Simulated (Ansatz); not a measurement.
Stepwise reaction of `S[SiH2]S` with hydrogen sulfide, as a gas-phase model of exchange steps in deposition or etching. ΔE in kJ/mol.

Computed with Ansatz on PBE0-D4/def2-TZVP structures; ΔE is electronic, products minus reactants. CBS: MP2 limit from def2 TZ/QZ plus the TZ coupled-cluster correction, frozen cores. This one scheme is used for every species. Functionals use def2-TZVPP. B3LYP here is the variant with VWN-RPA as its local correlation; programs differ in this. Each species was taken in one conformer, which may not be the lowest.

| step | reaction | PBE-D4 | B3LYP-D4 | ωB97M-V | CCSD(T)/CBS |
| --- | --- | --- | --- | --- | --- |
| 1 | `S[SiH2]S` + H₂S → `S[SiH](S)S` + H₂ | -53.2 | -46.1 | -45.3 | -46.9 |
| 2 | `S[SiH](S)S` + H₂S → `S[Si](S)(S)S` + H₂ | -53.1 | -46.5 | -44.7 | -46.1 |

Task: By hand: ΔE of the 2 steps together at CCSD(T)/CBS.

Result: (-46.9) + (-46.1) = -93.0 kJ/mol, or -46.5 kJ/mol a step.

In ΔE the steps differ by no more than 0.8 kJ/mol. All are downhill at CCSD(T)/CBS. PBE-D4 differs from CCSD(T)/CBS by -7.0 to -6.3 kJ/mol a step. Isolated molecules leave out the surface, adducts and barriers. Largest T1 diagnostic: 0.012.
